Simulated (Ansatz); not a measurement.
Consider the silylene formation by 1,1-elimination: `F[Si](F)(c1ccccc1)c1ccccc1` → `F[Si]F` + `c1ccc(-c2ccccc2)cc1`.

Calculated with Ansatz (gas phase, PBE0-D4/def2-TZVP geometries, no zero-point term in ΔE). CBS: MP2 limit from def2 TZ/QZ plus the TZ coupled-cluster correction, frozen cores. This one scheme is used for every species. Functionals use def2-TZVPP. HSE06 is defined as in plane-wave codes. Each species was taken in one conformer, which may not be the lowest.

`F[Si](F)(c1ccccc1)c1ccccc1`:

Cartesian coordinates in Å:
```
F -0.399 1.962 2.044
Si 0.252 0.637 1.444
F 1.208 0.083 2.593
C -1.123 -0.544 1.088
C -0.901 -1.654 0.270
C -1.919 -2.556 0.006
C -3.178 -2.357 0.554
C -3.417 -1.257 1.364
C -2.396 -0.357 1.628
C 1.308 1.013 -0.023
C 2.696 1.116 0.091
C 3.478 1.412 -1.015
C 2.881 1.608 -2.252
C 1.504 1.506 -2.384
C 0.725 1.209 -1.277
H 0.078 -1.813 -0.173
H -1.732 -3.414 -0.630
H -3.976 -3.061 0.347
H -4.401 -1.099 1.790
H -2.592 0.504 2.258
H 3.170 0.958 1.054
H 4.554 1.488 -0.913
H 3.492 1.839 -3.118
H 1.037 1.656 -3.351
H -0.351 1.121 -1.393
```

`F[Si]F`:

```xyz
3

F    -0.808    0.524    0.841
Si    0.613    0.255    0.154
F     0.194   -0.779   -0.995
```

`c1ccc(-c2ccccc2)cc1`:

Z-matrix (Å, degrees):
```
C
C 1 1.387
C 1 1.387 2 119.5
H 1 1.084 2 120.3 3 180.0
C 2 1.385 1 120.2 3 0.0
H 2 1.084 1 120.1 3 -179.5
C 3 1.385 1 120.2 2 0.0
H 3 1.084 1 120.1 2 -179.5
C 5 1.395 2 120.9 1 -0.0
H 5 1.084 2 119.7 1 -178.5
H 7 1.084 3 119.7 1 -178.5
C 9 1.474 5 120.9 2 -180.0
C 12 1.395 9 120.8 5 -38.2
C 12 1.395 9 120.9 5 141.8
C 13 1.385 12 120.9 9 -180.0
H 13 1.084 12 119.4 9 -1.5
C 14 1.385 12 120.9 9 -180.0
H 14 1.084 12 119.4 9 -1.5
C 15 1.387 13 120.2 12 -0.0
H 15 1.084 13 119.7 12 179.4
H 17 1.084 14 119.7 12 179.4
H 19 1.084 15 120.3 13 -180.0
```

```csv
species,HSE06 energy (Eh)
`F[Si](F)(c1ccccc1)c1ccccc1`,-951.99446
`F[Si]F`,-489.04611
`c1ccc(-c2ccccc2)cc1`,-462.88326
```

Problem. Work out ΔE.

Solution. ΔE = (-489.04611) + (-462.88326) − (-951.99446) = 0.06509 Eh = +170.9 kJ/mol. CCSD(T)/CBS gives +177.7 kJ/mol.

Largest T1 diagnostic among the species: 0.015.

From PBE to PBE0 (25 % exact exchange), in def2-TZVPP and without D4, ΔE moves by +19.2 kJ/mol. Leaving LDA and LC-ωPBE aside and taking each functional with its dispersion term where it has one, the values, not all of them listed here, spread over 44.1 kJ/mol, from BLYP-D4 to r2SCAN0-D4. LDA lies +24.6 kJ/mol from PBE without D4.
